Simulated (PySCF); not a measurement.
Which level of theory gave which numbers?

C₂H₉NOSi.
InChI=1S/C2H9NOSi/c1-3-5-4-2/h3H,5H2,1-2H3

The closed-shell ground state was solved 7 times with PySCF (density fitting, gas phase), always with PBE0, in these basis sets: 6-311+G(2d,p), STO-3G, def2-SVP, def2-SVPD, def2-TZVP, pcSseg-0 and pcSseg-1. One conformer (not necessarily the lowest) at the PBE0-D3(BJ)/def2-SVP geometry, without solvent, vibrations or thermal averaging.

```
row  total energy (Eh)  HOMO (eV)  LUMO (eV)  dipole (D)
  P          -500.5219      -6.78       1.36        1.95
  Q          -499.9283      -6.77       1.57        2.35
  R          -500.8484      -6.94       0.11        1.86
  S          -500.7367      -6.89       1.07        2.05
  T          -500.8711      -6.92       0.79        1.84
  U          -500.5418      -6.97       0.49        1.82
  V          -494.6995      -3.40       7.41        0.92
```

Question: Which basis belongs to which row?

Answer: P = def2-SVP, Q = pcSseg-0, R = 6-311+G(2d,p), S = pcSseg-1, T = def2-TZVP, U = def2-SVPD, V = STO-3G. From the lowest total energy up: def2-TZVP (215 functions) 0 eV; 6-311+G(2d,p) (197 functions) +0.62 eV; pcSseg-1 (137 functions) +3.66 eV; def2-SVPD (179 functions) +8.96 eV; def2-SVP (119 functions) +9.50 eV; pcSseg-0 (67 functions) +25.66 eV; STO-3G (38 functions) +167.94 eV.

Shape of the structure used: `[CH3:1][NH:2][SiH2:3][O:4][CH3:5]`: C1–N2–Si3–O4 88°, N2–Si3–O4–C5 -63°.
